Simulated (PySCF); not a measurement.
A series of related molecules.

All values: PBE0/pcSseg-1 (PySCF) at GFN2-xTB geometries, gas phase, one conformer each.

Question: Rank by LUMO energy, highest first.
A. `C/C=C\[SiH2][SiH2]SC[SiH3]`
B. `C/C=C\[C@H](F)[SiH2]SC[SiH3]`
C. `[SiH3]CS[SiH]1CC=CC1`
D. `C/C=C\[C@@H]1[SiH2]S[C@H]1[SiH3]`

Answer: C (0.04 eV), B (-0.24 eV), D (-0.52 eV), A (-0.78 eV).

Question: Rank by the lowest IAO charge on any atom, lowest value first.
A. `C/C=C\C[SiH2]S[SiH2][SiH3]`
B. `[SiH3]CS[SiH]1CC=CC1`
C. `C/C=C\[C@@H]1[SiH2]S[C@H]1[SiH3]`

Answer: B (-0.617 e), A (-0.538 e), C (-0.428 e).

All values together:

| SMILES | formula | μ (D) | HOMO (eV) | LUMO (eV) | lowest IAO charge (e) | highest IAO charge (e) | lowest Hirshfeld charge (e) | highest Hirshfeld charge (e) |
| --- | --- | --- | --- | --- | --- | --- | --- | --- |
| [SiH3]CS[SiH]1CC=CC1 | C5H12SSi2 | 1.22 | -6.66 | 0.04 | -0.617 (C) | +0.815 (Si) | -0.168 (C) | +0.341 (Si) |
| [SiH3]/C=C\C[SiH2]SC[SiH3] | C4H14SSi3 | 1.19 | -6.73 | -0.60 | -0.616 (C) | +0.703 (Si) | -0.158 (C) | +0.313 (Si) |
| C/C=C\[C@H](F)[SiH2]SC[SiH3] | C5H13FSSi2 | 1.99 | -6.82 | -0.24 | -0.612 (C) | +0.683 (Si) | -0.161 (C) | +0.315 (Si) |
| C/C=C\[C@@H]1[SiH2]S[C@H]1[SiH3] | C5H12SSi2 | 2.30 | -6.58 | -0.52 | -0.428 (C) | +0.721 (Si) | -0.118 (C/S) | +0.335 (Si) |
| C/C=C\C[SiH2]S[SiH2][SiH3] | C4H14SSi3 | 0.98 | -6.93 | -0.67 | -0.538 (C) | +0.709 (Si) | -0.201 (S) | +0.317 (Si) |
| C/C=C\[SiH2][SiH2]SC[SiH3] | C4H14SSi3 | 2.78 | -6.59 | -0.78 | -0.618 (C) | +0.620 (Si) | -0.166 (C) | +0.311 (Si) |

Conformers: `[SiH3:1][CH2:2][S:3][SiH:4]1[CH2:5][CH:6]=[CH:7][CH2:8]1` with Si1–C2–S3–Si4 -75°, C2–S3–Si4–C5 87°; `[SiH3:1]/[CH:2]=[CH:3]\[CH2:4][SiH2:5][S:6][CH2:7][SiH3:8]` with C2–C3–C4–Si5 99°, C3–C4–Si5–S6 180°, C4–Si5–S6–C7 174°, Si5–S6–C7–Si8 87°; `[CH3:1]/[CH:2]=[CH:3]\[C@H:4]([F:5])[SiH2:6][S:7][CH2:8][SiH3:9]` with C2–C3–C4–F5 -150°, C3–C4–Si6–S7 -62°, C4–Si6–S7–C8 82°, Si6–S7–C8–Si9 -173°; `[CH3:1]/[CH:2]=[CH:3]\[C@@H:4]1[SiH2:5][S:6][C@H:7]1[SiH3:8]` with C2–C3–C4–Si5 -95°; `[CH3:1]/[CH:2]=[CH:3]\[CH2:4][SiH2:5][S:6][SiH2:7][SiH3:8]` with C2–C3–C4–Si5 93°, C3–C4–Si5–S6 -177°, C4–Si5–S6–Si7 180°, Si5–S6–Si7–Si8 177°; `[CH3:1]/[CH:2]=[CH:3]\[SiH2:4][SiH2:5][S:6][CH2:7][SiH3:8]` with C2–C3–Si4–Si5 -68°, C3–Si4–Si5–S6 -55°, Si4–Si5–S6–C7 64°, Si5–S6–C7–Si8 -175°.
